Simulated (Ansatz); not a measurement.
Basis-set series for CH$_{4}$BFO. The species carries charge 0 and has multiplicity 1. The bonds changed during the relaxation, so this is another structure than the one it started from. All single points use the PBE0-D4/def2-TZVP geometry. It is one conformer, not always the lowest.

Z-matrix (Å, degrees):
```
C
O 1 1.413
B 1 1.563 2 111.4
H 1 1.104 2 112.2 3 120.9
H 1 1.104 2 112.2 3 -120.8
H 2 0.959 1 108.8 3 180.0
F 3 1.325 1 117.5 2 179.9
H 3 1.197 1 124.6 2 -0.1
```

```csv
functional,basis,functions,energy (Eh),HOMO (eV),LUMO (eV)
PBE0-D4,def2-SVP,76,-240.02094,-7.84,-0.44
PBE0-D4,def2-QZVPP,348,-240.32299,-8.24,-0.68
ωB97M-V,def2-SVP,76,-240.18889,-10.29,1.69
ωB97M-V,def2-QZVPP,348,-240.49877,-10.69,1.19
```

(1) Give the rows for def2-TZVPP. (Estimate.)

## Answers

(1) The calculation gave: 
```csv
functional,basis,functions,energy (Eh),HOMO (eV),LUMO (eV)
PBE0-D4,def2-TZVPP,180,-240.30929,-8.17,-0.62
ωB97M-V,def2-TZVPP,180,-240.48567,-10.63,1.35
```

Positive LUMOs are unbound and depend on the basis.

Program: Ansatz 0.2.0.
